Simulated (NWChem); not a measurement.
# Basis-set convergence for HGeI

```xyz
3

Ge    -1.0690     1.1774     0.0000
H      0.0699     2.3098     0.0000
I      0.6441    -0.7544     0.0000
```
Charge 0, spin multiplicity 1.

Program: NWChem. All single points use one geometry, from B3LYP/def2-SVP with def2 effective core potentials on I, a minimum by its harmonic frequencies.

Quantity: vertical ionisation energy at the level ΔPBE0 (Δ: difference of total energies, the cation a doublet at the parent's geometry with its hole in an orbital of symmetry a' (Cs labels); it is the state that the SCF runs reached, from PBE0 orbitals for Hartree-Fock references, and need not be the lowest).

Effective core potentials replace the inner electrons of I; spin-orbit coupling is left out. The structure started from a generated list of species. No SCF solution was tested for a lower state.

The cost column gives rough processor time relative to def2-SVP; each entry includes its own SCF.

Problem. In def2-QZVP the value is 8.99 eV. Among def2-SVP, def2-SVPD, def2-TZVP, def2-TZVPP, def2-TZVPD, which is the smallest basis within 0.1 eV of it?

Solution. def2-SVP, with 63 functions against 187 and about 6 % of the time (also within reach: def2-SVPD, def2-TZVP, def2-TZVPP, def2-TZVPD). def2-QZVP isn't the basis-set limit itself, and a small set can land close by cancellation.

| basis | functions | vertical ionisation energy (eV) | relative cost |
|---|---|---|---|
| def2-SVP | 63 | 9.03 | 1 |
| def2-SVPD | 81 | 9.02 | under 3 |
| def2-TZVP | 104 | 8.99 | 3 |
| def2-TZVPP | 112 | 8.99 | 4 |
| def2-TZVPD | 122 | 8.99 | 4 |
| def2-QZVP | 187 | 8.99 | 20 |
